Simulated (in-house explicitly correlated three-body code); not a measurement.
Computed with an exponentially correlated three-body code. Model: two electrons around a point charge, non-relativistic, variational in 260 exponentially correlated functions (energies converged to about 1e-7 hartree, or 1e-8 relative for large Z).

For this charge the correlation energy is taken as exact minus Hartree-Fock, from which it differs by microhartrees, and the kinetic parts follow from it.

For two electrons in a singlet the Kohn-Sham orbital is the square root of half the density, so the exact Kohn-Sham potential and energy parts follow from the density alone, and exchange is minus half the Hartree energy. The Kohn-Sham level equals minus the binding energy of the second electron.

Command:
```bash
python run_hyl.py task.json out
```
Settings (lengths in bohr, energies in hartree):
```
Z                      36
interaction_strength   1
functions              260
states_tried           13
```

Run time, properties included: 30 s on 1 thread of Intel(R) Xeon(R) Platinum 8488C (Sapphire Rapids), with other jobs on the host.

**Those bound S and P states to n = 4 that converged, binding against the one-electron ion.**

Given: nuclear charge 36.

Computed: one-electron threshold -648 hartree.

| term | energy (hartree) | binding (eV) | quantum defect |
| --- | --- | --- | --- |
| 1 1S | -1273.65742 | 17025 | 0.010571 |
| 2 3S | -803.282115 | 4225.4 | 0.01394 |
| 2 3P | -801.947267 | 4189.1 | 0.0053484 |
| 2 1S | -801.76857 | 4184.3 | 0.0041897 |
| 2 1P | -800.801016 | 4157.9 | -0.0021192 |
| 3 3S | -716.658477 | 1868.3 | 0.013201 |
| 3 3P | ? | ? | ? |
| 3 1S | -716.259957 | 1857.4 | 0.0044951 |
| 3 1P | -715.979884 | 1849.8 | -0.0016693 |
| 4 3S | -686.53076 | 1048.5 | 0.012972 |
| 4 3P | -686.377486 | 1044.3 | 0.0050184 |
| 4 1S | ? | ? | ? |
| 4 1P | -686.252022 | 1040.9 | -0.0015279 |

(1) What belongs in the row 3 3P?

(2) What belongs in the row 4 1S?

**Electric-dipole lines between converged S and P states, rate of the upper state's decay.**

| s state | p state | p minus s (eV) | oscillator strength from s | rate (1/s) |
| --- | --- | --- | --- | --- |
| 1 1S | 2 1P | 12867 | 0.80246 | 1.9216e+15 |
| 1 1S | 3 1P | 15175 | 0.15617 | 5.2019e+14 |
| 1 1S | 4 1P | 15984 | 0.057612 | 2.129e+14 |
| 2 1S | 2 1P | 26.328 | 0.01423 | 1.4268e+08 |
| 2 1S | 3 1P | 2334.4 | 0.42172 | 3.3241e+13 |
| 2 1S | 4 1P | 3143.4 | 0.10089 | 1.4419e+13 |
| 3 1S | 2 1P | -2300.5 | -0.044057 | 1.0117e+13 |
| 3 1S | 3 1P | 7.6212 | 0.024718 | 2.0766e+07 |
| 3 1S | 4 1P | 816.56 | 0.4678 | 4.5115e+12 |
| 4 1S | 2 1P | -3113.8 | -0.0098067 | 4.126e+12 |
| 4 1S | 3 1P | -805.75 | -0.10311 | 2.9047e+12 |
| 4 1S | 4 1P | 3.1874 | 0.034451 | 5.0625e+06 |
| 2 3S | 2 3P | ? | ? | ? |
| 2 3S | 3 3P | 2367.2 | 0.41612 | 3.3729e+13 |
| 2 3S | 4 3P | 3181.1 | 0.10002 | 1.464e+13 |
| 3 3S | 2 3P | -2320.8 | -0.04428 | 1.0349e+13 |
| 3 3S | 3 3P | 10.098 | 0.032458 | 4.7874e+07 |
| 3 3S | 4 3P | 823.99 | 0.46176 | 4.5347e+12 |
| 4 3S | 2 3P | -3140.6 | -0.0097939 | 4.1918e+12 |
| 4 3S | 3 3P | ? | ? | ? |
| 4 3S | 4 3P | 4.1708 | 0.044781 | 1.1267e+07 |

(3) What belongs in the row 2 3S 2 3P?

(4) What belongs in the row 4 3S 3 3P?

**Exact Kohn-Sham parts of the ground state from its density.**

Computed: total energy -1273.65742 hartree; Kohn-Sham kinetic 1273.6 hartree; Hartree energy 44.556 hartree; exchange energy -22.278 hartree; kinetic part of the DFT correlation energy 0.046071 hartree; exact minus restricted Hartree-Fock -0.046391 hartree; Kohn-Sham level -17025 eV; restricted Hartree-Fock level -17025 eV; C6 of two such species 1.2658e-08 hartree·bohr⁶.

(5) What is the dipole polarisability?

(6) What is the potential part of the DFT correlation energy?

**Density and exact potentials over r, pair density (one pair, times 4 pi r12^2) and exact minus Kohn-Sham pair density over r12.**

```csv
radius (bohr),radial density (electrons/bohr),exchange potential (hartree),intracule density (1/bohr),Coulomb hole against Kohn-Sham (1/bohr)
0.00111,0.41674,-35.651,0.027227,-0.000736
0.00129,0.55562,-35.639,0.036766,-0.0009875
0.00149,0.73066,-35.623,0.049036,-0.001308
0.00172,?,?,?,?
0.00199,1.2573,-35.575,0.087379,-0.002288
0.00231,1.6556,-35.537,0.11764,-0.003045
0.00267,2.1552,-35.49,0.15697,-0.00401
0.00309,2.8007,-35.426,0.20989,-0.00528
0.00357,3.6115,-35.345,0.27954,-0.006908
0.00413,4.6425,-35.238,0.37295,-0.009027
0.00478,5.9348,-35.098,0.49745,-0.01175
0.00553,7.5263,-34.919,0.66199,-0.0152
0.0064,9.4696,-34.689,0.8798,-0.01954
0.00741,?,?,?,?
0.00857,14.528,-34.024,1.5396,-0.03143
0.00992,17.667,-33.558,2.025,-0.03916
0.0115,21.197,-32.972,2.6547,-0.04813
0.0133,24.917,-32.263,3.4385,-0.0578
0.0154,28.735,-31.397,4.4188,-0.0678
0.0178,32.322,-30.375,5.591,-0.07693
0.0206,35.424,-29.163,6.9769,-0.08392
0.0238,37.604,-27.783,8.5152,-0.08678
0.0276,38.536,-26.181,10.186,-0.08347
0.0319,37.859,-24.45,11.773,-0.07246
0.0369,35.449,-22.574,13.123,-0.05316
0.0427,31.385,-20.599,13.984,-0.02706
0.0494,26.058,-18.585,14.112,0.001717
0.0572,20.048,-16.577,13.336,0.02741
0.0662,14.155,-14.649,11.66,0.04373
0.0765,9.0887,-12.861,9.3219,0.04743
0.0886,5.1608,-11.201,6.6604,0.03975
0.102,2.6415,-9.7717,4.2751,0.0266
0.119,1.076,-8.394,2.2441,0.0127
0.137,0.39782,-7.2967,1.0507,0.004408
0.159,0.11261,-6.2888,0.38334,0.0005556
0.184,0.025635,-5.4347,0.11227,-0.0003012
```

(7) What belongs in the row 0.00172?

(8) What belongs in the row 0.00741?

Answers

(1) energy (hartree): -716.287374; binding (eV): 1858.2; quantum defect: 0.0050964.

(2) energy (hartree): -686.369157; binding (eV): 1044.1; quantum defect: 0.0045848.

(3) p minus s (eV): 36.323; oscillator strength from s: 0.01935; rate (1/s): 3.6927e+08.

(4) p minus s (eV): -809.72; oscillator strength from s: -0.10438; rate (1/s): 2.9696e+12.

(5) 5.5789e-06 bohr³.

(6) -0.092462 hartree.

(7) radial density (electrons/bohr): 0.95766; exchange potential (hartree): -35.603; intracule density (1/bohr): 0.065316; Coulomb hole against Kohn-Sham (1/bohr): -0.001727.

(8) radial density (electrons/bohr): 11.806; exchange potential (hartree): -34.394; intracule density (1/bohr): 1.1671; Coulomb hole against Kohn-Sham (1/bohr): -0.02493.
